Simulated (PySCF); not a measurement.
Simulation results for AlGeH2NO, Ge2H4NO, AlGeH3NO

All values are calculated (PySCF 2.14.0). Calculation on a computer-drawn molecule: the log of a Hartree-Fock and frozen-core CCSD(T) single point meant for a local Hartree-Fock minimum, with one planted fault or none, to be diagnosed. Offsets are logged minus clean, where the clean run is the same molecule without the fault. The reference is restricted for singlets and unrestricted otherwise, and also for a bond in bohr or an excited solution. Adding or removing an electron swaps singlet and doublet. The excited solution moves the top pair (singlet) or top alpha electron (doublet) to the lowest empty orbital. Highest occupied and lowest empty are orbital energies over both spins, largest force is the largest gradient component, triples share is (T) over the correlation energy, the T1 limit is 0.02 restricted and 0.045 unrestricted, electrons count all cores, a negative frequency is imaginary (commonest isotopes), and the dipole is about the centre of nuclear charge; on germanium a core potential holds 10 electrons, which the energies leave out, and 3d is frozen in MP2 and coupled-cluster steps.

Common to all runs: meant charge 0; meant basis and core potential on germanium cc-pVDZ-PP ECP10MDF; logged SCF converged yes; possible faults no fault, one electron removed, one electron added, multiplicity raised by two, geometry at a saddle point, SCF held on an excited solution, minimal basis STO-3G, one bond length entered in bohr, all coordinates scaled.

(1) 
```xyz
6
formula=AlGeH2NO meant_multiplicity=1 meant_basis=cc-pV(D+d)Z logged_electrons=62 logged_basis_functions=84 logged_spin_squared=1.0235 logged_highest_occupied=-7.6659 logged_lowest_empty=0.69702 logged_largest_force=0.025398 logged_T1_diagnostic=0.02737 logged_D1_diagnostic=0.088397 logged_triples_share=0.03397 logged_CC_converged=yes logged_dipole_magnitude=5.1134 logged_SCF_stable_within_its_kind=yes logged_energy_HF=-665.67175 logged_energy_CCSD(T)=-666.16678 planted_fault=one_bond_length_entered_in_bohr,row_1_of_the_drawn_bonds HF_energy_offset_from_clean_run=60.99 CCSD(T)_energy_offset_from_clean_run=85.1
O      1.5796    -0.6195     0.0500
Ge    -0.2536     1.9894     0.9605
N     -1.5738     1.8945     1.9557
Al    -2.7980     1.1500     2.9898
H      2.3115    -0.4369    -0.5230
H      0.3441     3.2250     0.3050
```

Units: logged_highest_occupied, logged_lowest_empty in eV; logged_largest_force in hartree/bohr; logged_dipole_magnitude in debye; logged_energy_HF, logged_energy_CCSD(T) in hartree; HF_energy_offset_from_clean_run, CCSD(T)_energy_offset_from_clean_run in kcal/mol.

Drawn bonds:
```tsv
atom	other atom	order
1	2	1
2	3	2
3	4	1
1	5	1
2	6	1
```

(2) 
```xyz
8
formula=Ge2H4NO meant_multiplicity=2 meant_basis=cc-pVDZ logged_electrons=83 logged_basis_functions=94 logged_spin_squared=0.7701 logged_highest_occupied=-4.5541 logged_lowest_empty=-1.0955 logged_largest_force=0.10361 logged_dipole_magnitude=5.7154 logged_SCF_stable_within_its_kind=no logged_energy_HF=-718.21133 planted_fault=SCF_held_on_an_excited_solution HF_energy_offset_from_clean_run=76.32
O     -2.6915    -1.2352     2.4486
Ge    -1.6907    -0.1856     1.4705
N     -0.6365     0.8596     2.2239
Ge     0.5178     2.0566     1.4571
H     -3.2746    -1.8100     1.9734
H     -2.0094    -0.4592     0.0060
H      0.1710     3.4784     1.9467
H      1.9600     1.7151     1.8870
```

Units: logged_highest_occupied, logged_lowest_empty in eV; logged_largest_force in hartree/bohr; logged_dipole_magnitude in debye; logged_energy_HF in hartree; HF_energy_offset_from_clean_run in kcal/mol.

Drawn bonds:
```tsv
atom	other atom	order
1	2	1
2	3	2
3	4	1
1	5	1
2	6	1
4	7	1
4	8	1
```

Notes: coupled-cluster numbers left out as unreliable.

(3) 
```xyz
7
formula=AlGeH3NO meant_multiplicity=2 meant_basis=cc-pV(D+d)Z logged_electrons=63 logged_basis_functions=89 logged_spin_squared=0.7858 logged_highest_occupied=-3.8735 logged_lowest_empty=-1.2474 logged_largest_force=0.14738 logged_CC_converged=no logged_dipole_magnitude=4.5179 logged_SCF_stable_within_its_kind=no logged_energy_HF=-666.19371
O     -1.3937    -3.4541     3.3264
Ge    -1.4419    -2.2482     1.9969
N      0.1303    -1.3922     1.9056
Al     1.4347    -0.4476     1.7052
H     -0.7774    -3.2178     4.0051
H     -1.7459    -3.0915     0.7316
H      2.6873     0.4556     1.5452
```

Units: logged_highest_occupied, logged_lowest_empty in eV; logged_largest_force in hartree/bohr; logged_dipole_magnitude in debye; logged_energy_HF in hartree.

Drawn bonds:
```tsv
atom	other atom	order
1	2	1
2	3	1
3	4	2
1	5	1
2	6	1
4	7	1
```

Notes: CCSD not converged.

Q: AlGeH3NO (entry 3): planted fault?
A: SCF held on an excited solution

Further results for AlGeH3NO (entry 3):

* HF energy offset from clean run: 76.32 kcal/mol
